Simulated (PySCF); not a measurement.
H7NSSi2, SMILES N[SiH2]S[SiH3].

Geometry optimised at B3LYP-D3(BJ)/def2-SVP. One conformer was computed; it need not be the lowest.

All values below come from PySCF with PBE/def2-TZVP.

The molecule is in vacuum.

Problem. Estimate the frontier levels, gap, dipole moment and polarisability. (Estimate from the structure and the level; the computed values follow.)

Solution. 
```yaml
highest_occupied_level: -6.05 eV
lowest_empty_level: -0.94 eV
orbital_gap: 5.11 eV
dipole_moment: 1.22 D
quadrupole, principal values (traceless, Buckingham form, about the centre of nuclear charge): -7.72, -1.41, 9.14 D·Å
mean_static_polarisability: 84.2 bohr³ (12.48 Å³)
polarisability_principal_values: 67.4, 76.0, 109.2 bohr³
```
